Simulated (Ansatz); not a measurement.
C2H4OSi can be A, `C=C1O[SiH2]1`, or B, `O=C1C[SiH2]1`.

Isolated molecules relaxed with PBE0-D4/def2-TZVP in Ansatz; ΔE leaves out vibrations. CCSD(T)/CBS is the MP2 limit (def2-TZVPP, def2-QZVPP) plus CCSD(T) − MP2 in def2-TZVPP, frozen cores. Functionals use def2-TZVPP.

**Question.** Which isomer does CCSD(T)/CBS put lower? Give the gap. (Best estimate.)

**Answer.** The calculation gave: A, by 77.3 kJ/mol.

**Question.** Give E(B) − E(A) in kJ/mol with B2PLYP, HF/def2-TZVPP, r2SCAN-D4, ωB97M-V, CCSD/def2-TZVPP, CCSD(T)/def2-TZVPP, PBE0-D4. (Estimate.)

**Answer.** The calculation gave: B2PLYP 74.1, HF/def2-TZVPP 77.8, r2SCAN-D4 69.0, ωB97M-V 71.5, CCSD/def2-TZVPP 74.4, CCSD(T)/def2-TZVPP 73.1, PBE0-D4 62.4. None reverses the order clearly.

**Question.** Does the order hold for the free energy at 298.15 K (harmonic terms from PBE0-D4)? (Estimate.)

**Answer.** Ansatz gave: Yes: G(B) − G(A) = +67.8 kJ/mol.

Largest T1 diagnostic: 0.017.

From PBE to PBE0 (25 % exact exchange), in def2-TZVPP and without D4, E(B) − E(A) moves by +4.4 kJ/mol. Leaving LDA and LC-ωPBE aside and taking each functional with its dispersion term where it has one, the values, not all of them listed here, spread over 19.9 kJ/mol, from revPBE-D4 to BHLYP-D4. LDA lies +4.0 kJ/mol from PBE without D4.
